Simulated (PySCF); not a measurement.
IrF6, SMILES [F][Ir]([F])([F])([F])([F])[F] (connectivity only; charge and spin as stated), neutral, multiplicity 4. Geometry: PBE0-D3(BJ)/def2-SVP. The multiplicity is an assumed one; other spin states were not compared. The isomer is the one that the SMILES or the coordinates give; other isomers of the formula were not compared. The def2 effective core potentials stand for the cores of Ir; spin–orbit coupling is left out.

Level of theory: PBE0-D3(BJ)/def2-SVP run with PySCF.

Harmonic wavenumbers (cm⁻¹): 206, 206, 206, 266, 266, 266, 281, 281, 281, 676, 676, 726, 742, 742, 742. Rotational constants (GHz): 1.965, 1.965, 1.965; symmetry number 24.

Q: Work out the zero-point energy and the ideal-gas rigid-rotor harmonic-oscillator thermochemistry at 298.15 K and 1 atm.

A: ZPE = ½ Σ hcν = ½ × 6562 cm⁻¹ = 9.38 kcal/mol. H − E(el) = 14.90 kcal/mol. Entropy in cal/(mol K): translation 43.05, rotation 21.82, vibration 17.42, spin 2.75, total 85.06. G − E(el) = -10.46 kcal/mol. Cp = 28.56 cal/(mol K).
